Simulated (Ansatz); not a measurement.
`FC(S)=[Se]`. Charge 0, multiplicity 1. The geometry is a stationary point of PBE0-D4/def2-TZVP. It is one conformer, not always the lowest.

```xyz
5

F    -0.716    0.793   -1.384
C    -0.010    0.349   -0.351
S    -0.830   -1.029    0.303
Se    1.482    1.121    0.159
H     0.074   -1.235    1.273
```

Q: What is the dipole moment at ωB97M-V/def2-TZVPP? (An estimate is asked.)

A: The calculation gave: 2.12 D, with components (-0.72, -1.69, 1.05) D in this frame, pointing from negative to positive charge.

Q: And with PBE, r2SCAN, B3LYP? (Best estimate.)

A: Ansatz gave: PBE 2.02 D, r2SCAN 2.14 D, B3LYP 2.12 D.

Q: Give the Mulliken charges with ωB97M-V, B3LYP, r2SCAN in def2-TZVPP. (Best estimate.)

A: The calculation gave: 
```tsv
atom	ωB97M-V	B3LYP	r2SCAN
F1	-0.12	-0.13	-0.12
C2	0.07	0.13	0.13
S3	0.02	0.00	0.01
Se4	-0.11	-0.13	-0.15
H5	0.14	0.13	0.13
```

B3LYP here is the variant with VWN-RPA as its local correlation; programs differ in this.
